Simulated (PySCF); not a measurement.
Cl$_{3}$Ti, doublet, geometry from GFN2-xTB (such geometries of metal compounds can be far from the true shape); DF-B3LYP/cc-pVDZ in PySCF.

Input for PySCF:
```python
from pyscf import gto, scf, dft

mol = gto.Mole()
mol.atom = '''
    Ti   -0.07313286   -0.25894649   -0.17957005
    Cl    2.02625162   -0.11980684   -0.40106979
    Cl   -0.74536583   -0.82514572    1.74484115
    Cl   -1.18624328    1.28005978   -1.11138659
'''
mol.basis = 'cc-pvdz'
mol.spin = 1
mol.verbose = 4
mol.build()

mf = dft.UKS(mol)
mf.xc = 'b3lyp'
mf = mf.density_fit(auxbasis='def2-universal-jkfit')
mf.kernel()
```

The log (banner, timings and long lists left out):

```
PySCF version 2.14.0

[INPUT] verbose = 4
[INPUT] num. atoms = 4
[INPUT] num. electrons = 73
[INPUT] charge = 0
[INPUT] spin (= nelec alpha-beta = 2S) = 1
[INPUT] symmetry False subgroup None
[INPUT] Mole.unit = angstrom
[INPUT] Symbol           X                Y                Z      unit          X                Y                Z       unit  Magmom
[INPUT]  1 Ti    -0.073132860000  -0.258946490000  -0.179570050000 AA   -0.138201076106  -0.489337947017  -0.339338214674 Bohr   0.0
[INPUT]  2 Cl     2.026251620000  -0.119806840000  -0.401069790000 AA    3.829060621256  -0.226402115450  -0.757912059937 Bohr   0.0
[INPUT]  3 Cl    -0.745365830000  -0.825145720000   1.744841150000 AA   -1.408537281309  -1.559299423657   3.297271904371 Bohr   0.0
[INPUT]  4 Cl    -1.186243280000   1.280059780000  -1.111386590000 AA   -2.241674916306   2.418962407271  -2.100216273614 Bohr   0.0

nuclear repulsion = 408.960981292098
number of shells = 22
number of NR pGTOs = 245
number of NR cGTOs = 97
basis = cc-pvdz
ecp = {}

******** <class 'pyscf.df.df_jk.DFUKS'> ********
method = DFUKS
initial guess = minao
damping factor = 0
level_shift factor = 0
DIIS = <class 'pyscf.scf.diis.CDIIS'>
diis_start_cycle = 1
diis_space = 8
diis_damp = 0
SCF conv_tol = 1e-09
SCF conv_tol_grad = None
SCF max_cycles = 50
direct_scf = False
number electrons alpha = 37  beta = 36
XC library pyscf.dft.libxc version 7.1.2
    S. Lehtola, C. Steigemann, M. J. T. Oliveira, and M. A. L. Marques,  SoftwareX 7, 1–5 (2018)
XC functionals = b3lyp
    P. J. Stephens, F. J. Devlin, C. F. Chabalowski, and M. J. Frisch,  J. Phys. Chem. 98, 11623 (1994)
radial grids:
    Treutler-Ahlrichs [JCP 102, 346 (1995); DOI:10.1063/1.469408] (M4) radial grids

becke partition: Becke, JCP 88, 2547 (1988); DOI:10.1063/1.454033
pruning grids: <function nwchem_prune>
grids dens level: 3
symmetrized grids: False
atomic radii adjust function: <function treutler_atomic_radii_adjust>
small_rho_cutoff = 0
Set gradient conv threshold to 3.16228e-05
tot grids = 77544
******** <class 'pyscf.df.df.DF'> ********
auxbasis = def2-universal-jkfit
init E= -2230.57001318962

cycle= 1 E= -2230.27108499473  delta_E= 0.299  |g|= 0.348  |ddm|= 2.93
cycle= 2 E= -2228.72374830073  delta_E= 1.55  |g|= 2.07  |ddm|= 1.52
cycle= 3 E= -2230.32757637492  delta_E= -1.6  |g|= 0.196  |ddm|= 1.07
cycle= 4 E= -2230.34679447057  delta_E= -0.0192  |g|= 0.0462  |ddm|= 0.303
cycle= 5 E= -2230.34799334482  delta_E= -0.0012  |g|= 0.00997  |ddm|= 0.0692
cycle= 6 E= -2230.34805930392  delta_E= -6.6e-05  |g|= 0.00239  |ddm|= 0.0271
cycle= 7 E= -2230.34806416451  delta_E= -4.86e-06  |g|= 0.000495  |ddm|= 0.00773
cycle= 8 E= -2230.34806461539  delta_E= -4.51e-07  |g|= 0.000122  |ddm|= 0.0026
cycle= 9 E= -2230.34806463201  delta_E= -1.66e-08  |g|= 0.000108  |ddm|= 0.000625
cycle= 10 E= -2230.34806463986  delta_E= -7.85e-09  |g|= 1.37e-05  |ddm|= 0.0003
cycle= 11 E= -2230.34806464017  delta_E= -3.13e-10  |g|= 2.91e-06  |ddm|= 6.09e-05
Extra cycle  E= -2230.34806464017  delta_E= 9.09e-13  |g|= 5.83e-06  |ddm|= 1.78e-05
converged SCF energy = -2230.34806464017  <S^2> = 0.75389853  2S+1 = 2.0038947
```
